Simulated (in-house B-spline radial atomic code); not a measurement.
**Pd+: [Kr] 4d9**

Computed with a radial B-spline atomic code at the basis-set limit: Dirac-Kohn-Sham BHandHLYP, spherical fractional occupations, Fermi nucleus of rms radius 4.5318 fm.

Effective charges: Z_r = [3n² - l(l+1)]/(2<r>) from the radius, Z_e = n√(-2ε) from the energy, and Slater's rules. Values are occupation-weighted means over j. An effective charge above Z reflects the relativistic contraction of the inner shells.

```csv
shell,electrons,ε (eV),<r> (bohr),Z_r,Z_e,Slater
1s,2,-24337,0.03185,47.10,42.29,45.70
2s,2,-3604.8,0.1379,43.52,32.55,41.85
2p,6,-3232.8,0.1205,41.50,30.83,41.85
3s,2,-677.82,0.378,35.71,21.17,34.75
3p,6,-553.49,0.3775,33.11,19.13,34.75
3d,10,-354.77,0.3571,29.40,15.32,24.85
4s,2,-107.36,0.9489,25.29,11.24,18.25
4p,6,-70.58,1.043,22.05,9.11,18.25
4d,9,-17.395,1.456,14.42,4.52,7.20
```

The least bound orbital is 4d5/2 at -17.19 eV, and it is also the most diffuse (<r> = 1.465 bohr).

Spin-orbit splittings of the orbital energies (j = l + 1/2 above j = l - 1/2 when positive): 2p 159.9 eV, 3p 28.34 eV, 3d 5.616 eV, 4p 4.61 eV, 4d 0.5113 eV.

For the 1s electron the small component carries 2.83 % of the norm, the zero-frequency Breit interaction raises the level by 51.81 eV, self-energy by 28.85 eV, and vacuum polarisation lowers it by 3.562 eV.

The density falls to 0.001 bohr⁻³ at 3.646 bohr; Σ<r²> = 35.833 bohr² gives, by the non-relativistic formula and without the paramagnetism of open shells, a Langevin diamagnetic susceptibility of -28.38×10⁻⁶ cm³/mol.

Caution: exact exchange at fractional occupations of open shells leaves self-interaction of up to several eV.
